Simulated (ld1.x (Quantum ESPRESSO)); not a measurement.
Varying the TM potential for carbon (C)

Base potential:

ld1.x (Quantum ESPRESSO) 7.5 input, shortened:

```
&input
   title='C', zed=6., rel=1, dft='PBESOL', iswitch=3,
   config='[He] 2s2 2p2 3d-2'
 /
 &inputp
   pseudotype=2, tm=.true., lloc=0,
   nlcc=.false.
 /
3
2P  2  1   2.00   0.00  2.50  2.50  0.0
3D  3  2  -2.00   0.45  1.90  1.90  0.0
1S  1  0   2.00   0.00  0.30  0.30  0.0
 &test
   configts(1)='1s2 2s2 2p2'
 /
```

Occupied shells without a wave of their own: 2s. They enter only through the test configuration that unscreens the potential.

Cutoffs, loose and tight: the cutoffs (Ry, on a coarse ladder) from which the occupation-weighted sum of valence levels, in a spherical-Bessel basis at the reference potential, stays within 10 and 1 mRy of its value at 400 Ry. They do not see the model core or the augmentation charge, which bear on the density cutoff. Test errors are all-electron minus pseudo excitation energies from the reference, over the configurations 1s2 2s2 2p1; 1s2 2s2 2p0; 1s2 2s1 2p0; 1s2 2s1 2p3; 1s1 2s2 2p2; 1s2 2s0 2p0; 1s2 2s1 2p2. A dash means not determined; rows that change the core or the reference have their own tests. The largest error is taken over the tests solved by every variant that gives reliable tests at all: 1s2 2s0 2p0; 1s2 2s1 2p0; 1s2 2s2 2p0.

Cutoffs are not given where the Bessel-basis levels miss the radial ones by over 6 mRy, ghosts where they miss by over 20 mRy; a channel whose overlap is not positive is not tested.

```tsv
change	outcome	cutoff, loose	cutoff, tight	bound ghosts	largest test error (meV)
base	generated	–	–	not determined	+2073
reference 1s2 2s2 2p1.75	generated	–	–	not determined	+1120
core [He], valence charge 4; reference 2s2 2p2; waves now 2s (bound): rc 1.30 bohr; 3d channel at 0.45 Ry: rc 2.10 bohr; 2p (bound): rc 2.45 bohr; local potential the p channel	generated	30 Ry	80 Ry	none	+1102
functional PBE	generated	–	–	not determined	+2160
wave 3d channel at 0.45 Ry: rc 1.90 bohr becomes 3d channel at 6.87 Ry: rc 1.90 bohr	generated	–	–	not determined	+2073
wave 3d channel at 0.45 Ry: rc 1.90 bohr becomes 3d channel at 0.45 Ry: rc 1.82 bohr	generated	–	–	not determined	+2073
all radii scaled by about 0.73 (s 0.22, p 1.82, d 1.38 bohr)	generated	–	–	not determined	+693
non-relativistic	generated	–	–	not determined	+2035
wave 1s (bound): rc 0.30 bohr becomes 1s (bound): rc 0.20 bohr	generated	–	–	not determined	+1794
local potential the d channel	generated, misses its reference levels by 2.17 eV	–	–	not determined	+11208
type ultrasoft; waves now 1s (bound): rc 0.30 bohr; 2s (bound): rc 0.30 bohr; 2p (bound): rcut 2.15, rcutus 2.50 bohr; 2p channel at 5 Ry: rcut 2.15, rcutus 2.50 bohr; 3d channel at 0.45 Ry: rc 1.90 bohr; local potential the d channel; augmentation built from norm-conserving waves at rcut, not smoothed further	generated	–	–	not determined	+1039
```

Q: What comes out with this change to the base: wave 2p (bound): rc 2.50 bohr becomes 2p (bound): rc 3.26 bohr?

A: outcome: generated; bound ghosts: not determined; largest test error (meV): +4432.
